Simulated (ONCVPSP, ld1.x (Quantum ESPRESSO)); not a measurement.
**Hardness and transferability of assorted potentials**

Generated with ld1.x 7.5 (TM, RRKJ, ultrasoft, PAW), atompaw 4.2 or ONCVPSP 4.0.1. The cutoff is in Ry: for ld1.x and atompaw files where the sum of valence levels is converged to 10 mRy in a Bessel basis, for ONCV files where the hardest occupied wave has 1 mHa per electron of residual kinetic energy. The error is the largest all-electron minus pseudo excitation energy over each file’s own four to seven test configurations (ionisations up to +4, promotions, holes and added fractions of an electron), all of which were solved. The labels leave out finer settings (local radius, basis sizes, second energies), which also bear on the numbers. Spin-polarised tests are not counted. The rows are a selection from randomly drawn settings: files with unsolved tests, undetermined cutoffs or missed reference levels are left out.

A true bound ghost makes a file unfit for plane-wave use even where its test errors are small: the radial tests pick states by their node count and pass the ghost by.

```csv
element,potential,cutoff (Ry),largest error (meV),bound ghosts
Ne,"ONCV, PBE, scalar-relativistic, rc 0.65/1.25 (sp), local smoothed, core correction yes, reference 2s2 2p4, qcut 10.1/12.4, projectors 1/2",462,+912,none
Al,"ONCV, PBE, scalar-relativistic, rc 2.20/2.20 (sp), local p, core correction yes, reference 3s2 3p0.5, qcut 3.3/4.1, projectors 2/0",10,+26,none
Mn,"TM semilocal, PBEsol, non-relativistic, rc 1.90/2.04/1.42 (spd), local s, core correction no, reference 3d5 4s1 4p1",110,+35,none
Fe,"ultrasoft, PBE, scalar-relativistic, rc 1.55/1.60/1.50 (spd), local smoothed, core correction yes, reference 3s2 3p6 3d6 4s1 4p1",50,-18,none
Mo,"RRKJ, BP86, non-relativistic, rc 2.05/2.80/1.22 (spd), local s, core correction yes, reference 4d4 5s0 5p0",45,-297,none
Tm,"ONCV, LDA (Perdew-Zunger), fully relativistic, rc 1.90/1.45/2.55 (spd), local smoothed, core correction no, reference 5s2 5p6 5d1 6s1, qcut 6.8/6.7/6.3, projectors 3/2/1",40,-343,none
```

(1) Fill in the row for Co: ONCV, LDA (Perdew-Zunger), scalar-relativistic, rc 1.95/1.70/1.40/1.75 (spdf), local smoothed, core correction yes, reference 3d7.5 4s1.5, qcut 3.3/3.9/8.7/7, projectors 1/1/1/3.

(2) Fill in the row for Mn: TM, PW91, scalar-relativistic, rc 2.35/3.15/1.65 (spd), local s, core correction yes, reference 3d5 4s2 4p0.

(3) Fill in the row for I: TM, PW91, scalar-relativistic, rc 1.45/1.55/1.10 (spd), local smoothed, core correction yes, reference 4d10 5s2 5p5.

## Answers

(1) cutoff 101 Ry, largest error -29 meV, bound ghosts: s.

(2) cutoff 90 Ry, largest error -453 meV, bound ghosts: none.

(3) cutoff 120 Ry, largest error -1100 meV, bound ghosts: s, p.
